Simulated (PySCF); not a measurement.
Compound: C₆H₄BClF₂.
Bonds: F1–B2, B2–F3, B2–C4, C4–C5 (aromatic), C5–C6 (aromatic), C6–C7 (aromatic), C7–C8 (aromatic), C8–Cl9, C8–C10 (aromatic), C4–C10 (aromatic). Hydrogens: H11 on C5; H12 on C6; H13 on C7; H14 on C10.

NICS is the negative of the GIAO shielding at a point without a nucleus: at the ring centre (0) and 1 Å above and below it (1); zz is the component along the ring normal. Level: GIAO B97-2/pcSseg-1 (PySCF, non-relativistic, gas phase) on the PBE0-D3(BJ)/def2-SVP geometry, one conformer.

Ring bond lengths (Å): C4–C5 1.402, C5–C6 1.392, C6–C7 1.393, C7–C8 1.396, C8–C10 1.391, C10–C4 1.403.

Give the NICS values of each ring in ppm.

| ring | type | NICS(0) | NICS(1), two faces | NICS(1)zz, two faces | rms pucker (Å) | centre to ring atoms, mean (Å) |
| --- | --- | --- | --- | --- | --- | --- |
| C4–C5–C6–C7–C8–C10 | 6-membered carbocycle; formal bonds all aromatic | -8.6 | -11.0 / -11.0 | -26.7 / -26.7 | 0.00 | 1.40 |

What do they say, and how far can they be read as aromaticity?

- C4–C5–C6–C7–C8–C10: mean NICS(1)zz -26.7 ppm, shielded. The ring is flat and has no four-coordinate atom; by the NICS criterion it is aromatic.

How equal are the bonds by HOMA? Use HOMA with the parameters of Krygowski (1993).

- C4–C5–C6–C7–C8–C10: HOMA 0.98 = 1 − EN − GEO, with mean bond length 1.396 Å, EN = α(Ropt − mean)² = 0.018 and GEO = α × variance = 0.006. The geometric and the magnetic index point the same way.

At the first NICS(1) probe listed for ring C4–C5–C6–C7–C8–C10, 1 Å off the ring, how large is the induced field along the normal in 9.4 T applied along it?

NICSzz × B0 = -26.7 ppm × 9.4 T = -251 μT, against the applied field.

How do the values depend on the level or the medium?

```
              level  NICS(0), C4–C5–C6–C7–C8–C10  mean NICS(1)zz, C4–C5–C6–C7–C8–C10
B97-2/pcSseg-1, gas                         -8.6                               -26.7
 PBE0/pcSseg-1, gas                         -8.6                               -26.9
```

The geometry is the same throughout.

On Arm Neoverse V1, one thread, shared host with 64 logical CPUs at a one-minute load of 33, this took 29 s and 1.1 GiB of memory at its peak. This is the whole shielding run at B97-2/pcSseg-1, SCF included.

Shape of the structure used: `[F:1][B:2]([F:3])[c:4]1[cH:5][cH:6][cH:7][c:8]([Cl:9])[cH:10]1`: F1–B2–C4–C5 180°.
